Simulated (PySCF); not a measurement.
## Spinor energies of Mo⁺ (molybdenum, charge +1)

Start: [Kr] 4d5; 4d5/2 filled at m_j = -3/2, -1/2, +1/2, +3/2, +5/2. Calculated with PySCF 2.14 in x2c-SVPall-2c with one added diffuse shell each of s, p, d type (7s9p7d1f, 76 functions): generalised Hartree-Fock with the X2C-1e Hamiltonian and a Gaussian nucleus; one run each with spin-orbit coupling (SO) switched off, then screened by Boettger's factors. This is a chosen level, not necessarily the ground level.

```csv
spinor shell,electrons,"ε, spin-free (eV)","ε, screened SO (eV)",weight of nominal j (screened SO),"rms radius, screened SO (bohr)"
1s1/2,2,-20110.5,-20109.5,1.000,0.0404
2s1/2,2,-2920.1,-2919.8,1.000,0.166
2p1/2,2,-2605.5,-2679.1,1.000,0.145
2p3/2,4,-2605.5,-2570.8,1.000,0.149
3s1/2,2,-534.49,-534.42,1.000,0.456
3p1/2,2,-428.35,-440.97,1.000,0.455
3p3/2,4,-428.35,-422.39,1.000,0.466
3d3/2,4,-255.57,-257.71,0.969,0.452
3d5/2,6,-255.57,-254.08,0.979,0.455
4s1/2,2,-85.697,-85.685,1.000,1.19
4p1/2,2,-54.657,-59.467,0.652,1.34
4p3/2,4,-54.657,-52.300,0.826,1.34
4d5/2,5,-16.372,-16.370,0.581,2.02
```

| quantity | spin-free | screened SO |
| --- | --- | --- |
| E (hartree) | -4045.37883 | -4045.83484 |
| M_J | 5/2 | 5/2 |
| ⟨J²⟩ | 8.752 | 8.753 |
| ⟨L²⟩ | 0.000 | 0.014 |
| ⟨S²⟩ | 8.752 | 8.748 |

Each row is a mean over spinors that exchange with the open shell spreads, by up to 8.255 eV (4p3/2).

Rows whose weight is well below 1 are mixtures of j = l ± 1/2: exchange outweighs spin-orbit coupling there, and the label is only the starting occupation.

Breit and QED terms are absent; they matter most for the inner s and p1/2 levels.

Densities and radii are taken from the X2C orbitals without a picture-change correction, which distorts them close to the nucleus.

Without spin-orbit coupling the j labels of p, d and f shells carry no meaning; the spin-free column gives the mean over the occupied spinors of each nl shell.
